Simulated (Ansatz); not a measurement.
(LiI)3 ring (Li3I3). Total charge 0; singlet. Geometry PBE0-D4/def2-SVP, basis def2-TZVP, Ansatz.

| atom | x (Å) | y (Å) | z (Å) |
| --- | --- | --- | --- |
| Li1 | -1.347 | 0.027 | 1.623 |
| I2 | 0.883 | -0.761 | 2.594 |
| Li3 | 2.003 | -0.592 | 0.301 |
| I4 | 1.816 | -0.037 | -2.188 |
| Li5 | -0.656 | 0.564 | -1.925 |
| I6 | -2.699 | 0.798 | -0.406 |

```tsv
run	HOMO (eV)	LUMO (eV)
A	-6.30	-1.51
B	-6.11	-1.46
C	-6.47	-1.69
D	-7.15	-1.18
E	-7.41	-0.94
F	-6.60	-0.98
```

In the def2 sets I takes a core potential; there is no spin–orbit coupling. B3LYP takes the VWN-RPA correlation.

Task: The runs used B3LYP, BLYP, LDA (SPW92), PBE, PBE0, r2SCAN. Estimate which is which.

Result: A PBE (0 % exact exchange); B BLYP (0 % exact exchange); C LDA (SPW92) (0 % exact exchange); D B3LYP (20 % exact exchange); E PBE0 (25 % exact exchange); F r2SCAN (0 % exact exchange). Exact exchange lowers occupied and raises empty levels; among semilocal functionals meta-GGAs tend to open the gap a little, and such runs are hard to tell apart. The gap grows from 4.64 eV (BLYP) to 6.47 eV (PBE0).
